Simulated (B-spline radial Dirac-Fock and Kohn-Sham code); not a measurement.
## Total conversion coefficients of Ag against transition energy

These are calculated numbers from a radial finite-basis atomic code; the model is a Dirac-Hartree-Slater potential of the neutral atom with a Latter tail (no hole, which puts coefficients of high multipoles low close above an edge), finite nucleus with surface currents. Subshells within 1 keV of threshold and pair formation are left out.

| energy (keV) | E2 | E3 | E5 | M1 | M4 | M5 |
| --- | --- | --- | --- | --- | --- | --- |
| 20 | 674 | 102000 | 5.12e+08 | 6.28 | 8.65e+06 | 5.92e+08 |
| 24.2 | 262 | 32400 | 1.18e+08 | 3.56 | 2.18e+06 | 1.26e+08 |
| 30.6 | 107 | 7960 | 1.92e+07 | 13.1 | 424000 | 1.91e+07 |
| 50 | 17.3 | 487 | 438000 | 3.10 | 18600 | 447000 |
| 86.2 | 2.47 | 29.7 | 7180 | 0.643 | 838 | 10300 |
| 92.6 | 1.91 | 21.0 | 4250 | 0.525 | 568 | 6480 |
| 100 | 1.45 | 14.6 | 2430 | 0.422 | 375 | 3950 |
| 114 | 0.910 | 7.88 | 949 | 0.292 | 187 | 1730 |
| 115 | 0.882 | 7.57 | 892 | 0.285 | 178 | 1640 |
| 131 | 0.555 | 4.17 | 358 | 0.199 | 90.2 | 731 |
| 180 | 0.180 | 1.02 | 42.6 | 0.0835 | 17.9 | 109 |
| 200 | 0.124 | 0.645 | 21.8 | 0.0630 | 10.6 | 59.4 |
| 324 | 0.0242 | 0.0890 | 1.28 | 0.0179 | 1.09 | 4.19 |
| 454 | 0.00843 | 0.0253 | 0.226 | 0.00775 | 0.250 | 0.763 |
| 500 | 0.00634 | 0.0180 | 0.143 | 0.00613 | 0.167 | 0.481 |
| 517 | 0.00576 | 0.0161 | 0.123 | 0.00565 | 0.146 | 0.411 |
| 598 | 0.00384 | 0.00996 | 0.0644 | 0.00399 | 0.0817 | 0.210 |
| 745 | 0.00216 | 0.00508 | 0.0262 | 0.00239 | 0.0354 | 0.0808 |
| 751 | 0.00212 | 0.00496 | 0.0254 | 0.00235 | 0.0344 | 0.0782 |
| 821 | 0.00170 | 0.00384 | 0.0181 | 0.00192 | 0.0249 | 0.0541 |
| 882 | 0.00144 | 0.00315 | 0.0139 | 0.00163 | 0.0193 | 0.0405 |
| 918 | 0.00131 | 0.00282 | 0.0121 | 0.00149 | 0.0168 | 0.0346 |
| 1000 | 0.00108 | 0.00225 | 0.00896 | 0.00123 | 0.0125 | 0.0248 |
| 1070 | 0.000927 | 0.00189 | 0.00714 | 0.00106 | 0.0100 | 0.0192 |
| 1090 | 0.000890 | 0.00181 | 0.00672 | 0.00102 | 0.00941 | 0.0179 |
| 1250 | 0.000665 | 0.00129 | 0.00434 | 0.000757 | 0.00606 | 0.0109 |
| 1280 | 0.000633 | 0.00122 | 0.00403 | 0.000719 | 0.00562 | 0.0100 |
| 1800 | 0.000323 | 0.000566 | 0.00152 | 0.000354 | 0.00204 | 0.00325 |
| 2000 | 0.000266 | 0.000454 | 0.00115 | 0.000286 | 0.00152 | 0.00235 |

**Question.** How fast do they fall between 1280 and 2000 keV?

**Answer.** As powers of the energy: E2 E^-1.94, E3 E^-2.22, E5 E^-2.81, M1 E^-2.06, M4 E^-2.93, M5 E^-3.25. Within one type (E or M) the higher multipoles fall faster.
